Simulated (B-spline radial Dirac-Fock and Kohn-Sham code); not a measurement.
Binding energies of Os¹⁴⁺ at several levels of theory

System: the Os¹⁴⁺ ion, [Kr] 4d10 4f14 5s2.

The density-functional columns are spherical, spin-unpolarised Dirac-Kohn-Sham results without Breit or QED terms: −ε is minus the orbital energy of the initial state and ΔSCF the difference of two total energies. The reference in the last column comes from Dirac-Fock energy differences between relaxed states, corrected for Breit and QED terms. All numbers are from a radial B-spline solver, in eV; a selection of levels is shown. For the 1s level of heavy atoms much of the gap between ΔSCF and the reference is the Breit and QED part, -381.7 eV here; for other levels the error of the functional can be larger.

| level | LDA −ε | LDA ΔSCF | Dirac-Fock |
| --- | --- | --- | --- |
| K (1s) | 73956.9 | 74540.7 | 74170.3 |
| L1 (2s) | 13101.2 | 13214.8 | 13272.0 |
| L2 (2p1/2) | 12563.4 | 12707.9 | 12684.3 |
| L3 (2p3/2) | 11033.2 | 11157.4 | 11169.8 |
| M1 (3s) | 3254.7 | 3292.8 | 3348.3 |
| M2 (3p1/2) | 3012.7 | 3053.3 | 3087.8 |
| M3 (3p3/2) | 2678.8 | 2716.0 | 2753.3 |
| M4 (3d3/2) | 2270.8 | 2314.3 | 2323.9 |
| M5 (3d5/2) | 2198.4 | 2240.6 | 2252.8 |
| N1 (4s) | 896.6 | 917.4 | 949.0 |
| N2 (4p1/2) | 794.8 | 815.4 | 838.6 |
| N3 (4p3/2) | 715.8 | 735.6 | 759.5 |
| N4 (4d3/2) | 547.7 | 567.3 | 579.7 |
| N5 (4d5/2) | 533.0 | 552.3 | 565.0 |
| N6 (4f5/2) | 318.3 | 336.8 | 333.8 |
| N7 (4f7/2) | 315.3 | 333.7 | 331.1 |
| O1 (5s) | 338.3 | 350.4 | 341.9 |

Values without a named source are computed, but for edge energies of neutral atoms, which are taken from tables.
